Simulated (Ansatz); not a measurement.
One change: `F[C](F)(F)[GeH3]` becomes `[F][GeH2][O]C(F)(F)F`.

Ansatz, PBE0-D4/def2-TZVP geometries, multiplicity 1. Each molecule was computed in one conformer, which needn't be the lowest.

Scalar relativity is left out up to krypton.

| property | `F[C](F)(F)[GeH3]` |
| --- | --- |
| HOMO–LUMO gap (PBE0/def2-TZVPP) / eV | 9.79 |
| size of the dipole moment (B3LYP/def2-TZVPP) / D | 2.18 |
| size of the dipole moment (ωB97M-V/def2-TZVPP) / D | 2.23 |
| HOMO–LUMO gap (PBE/def2-TZVPP) / eV | 7.47 |
| HOMO energy (PBE/def2-TZVPP) / eV | -7.85 |
| HOMO–LUMO gap (ωB97M-V/def2-TZVPP) / eV | 13.82 |

(1) What does the change do to each property? (An estimate is asked.)

## Answers

(1) Ansatz gave: 
```tsv
property	`[F][GeH2][O]C(F)(F)F`	shift
HOMO–LUMO gap (PBE0/def2-TZVPP) / eV	9.96	0.17
size of the dipole moment (B3LYP/def2-TZVPP) / D	3.28	1.10
size of the dipole moment (ωB97M-V/def2-TZVPP) / D	3.28	1.05
HOMO–LUMO gap (PBE/def2-TZVPP) / eV	7.35	-0.12
HOMO energy (PBE/def2-TZVPP) / eV	-8.48	-0.63
HOMO–LUMO gap (ωB97M-V/def2-TZVPP) / eV	14.14	0.32
```

With PBE0 the HOMO falls by 0.84 eV and the LUMO falls by 0.67 eV, so the gap widens by about 0.17 eV. PBE moves the HOMO by -0.63 eV and ωB97M-V by -0.91 eV. Dipoles are sizes alone; their direction can turn.

B3LYP here is the variant with VWN-RPA as its local correlation; programs differ in this.
